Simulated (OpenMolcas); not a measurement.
Ir5+ among 6 point charges of -1 e arranged as a tetragonal octahedron (D4h). The axial distance is 0.88 times the equatorial one, R.

- Program: OpenMolcas 26.06
- Method: CASSCF
- Basis: ANO-RCC-VTZP [8s7p5d3f1g]
- Scalar Hamiltonian: DKH2, point nucleus
- Active space: 4 electrons in 5 orbitals (5d)
- State averaging: 2S+1 = 5 even, 5 roots; 2S+1 = 3 even, 45 roots; 2S+1 = 1 even, 50 roots
- Spin-orbit coupling: RASSI with atomic mean-field integrals over the reference wave functions

All point charges move together. At R = 1.83 Å the first state of the same spin is 6881 cm-1, and at R = 2 Å it is 5311 cm-1.

Problem. A third run gives 4518 cm-1. What distance was it run at?

Solution. With a power law R^-n the two known points give n = -ln(5311 / 6881) / ln(2 / 1.83) = 2.92. Then R = 1.83 × (6881 / 4518)^(1/2.92) = 2.114 Å. The run was at 2.11 Å, so the estimate is off by +0.004 Å.

Without dynamic correlation the repulsion within the d shell is too large (B by tens of per cent), so at a given field states of lower spin stand too high. Point charges give a weaker field than real ligands, and real ions of this kind are as a rule low spin; the high spin found here belongs to the model. Spin-orbit coupling mixes the spin-free states strongly: the lowest level takes only 38 % from its leading state, 5A1 (figures for R = 1.83; the like holds for R = 2, R = 2.11). This is an electrostatic model: the charges have no orbitals. No measured value stands beside these numbers.
